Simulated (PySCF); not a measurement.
# Fractional electron number in Mo- (molybdenum, charge -1)

The 5s beta orbital of [Kr] 4d5 5s2 is emptied in steps (occupation f), with all orbitals relaxed, ending at [Kr] 4d5 5s1. Calculation: PySCF 2.14, in def2-TZVPPD with the def2 core potential (28 electrons) (6s4p3d2f1g, 56 functions); scalar relativity through the core potential. The exact energy is a straight line in f; departures are measured from the line between the end points of the same method.

| f | BHandHLYP (eV) | TPSS (eV) |
| --- | --- | --- |
| 1 | 0.000 | 0.000 |
| 0.8 | -0.183 | -0.323 |
| 0.6 | -0.276 | -0.498 |
| 0.4 | -0.278 | -0.523 |
| 0.2 | -0.186 | -0.376 |
| 0 | 0.000 | 0.000 |

Question: For BHandHLYP, how does the orbital energy at f = 1 compare with the removal energy?

Answer: −ε = -0.796 eV against a total-energy difference of 0.336 eV. By Janak's theorem ε = ∂E/∂f, so the gap between them reflects the curvature. Along the path −ε is -0.355 (f = 0.8), 0.095 (f = 0.6), 0.559 (f = 0.4), 1.037 (f = 0.2) eV.

```json
{"method": "BHandHLYP", "E(f=0) − E(f=1) (eV)": "0.336", "−ε at f=1 (eV)": "-0.796", "−ε at f=0.4 (eV)": "0.559"}
{"method": "TPSS", "E(f=0) − E(f=1) (eV)": "0.208", "−ε at f=1 (eV)": "-1.777", "−ε at f=0.4 (eV)": "0.483"}
```

At f = 1 the orbital energy is positive for BHandHLYP, TPSS: only the finite basis holds the electron.

Reference removal energy between the ground levels: 0.747 eV (measured; photodetachment measurements, as compiled on the Wikipedia data page of electron affinities).
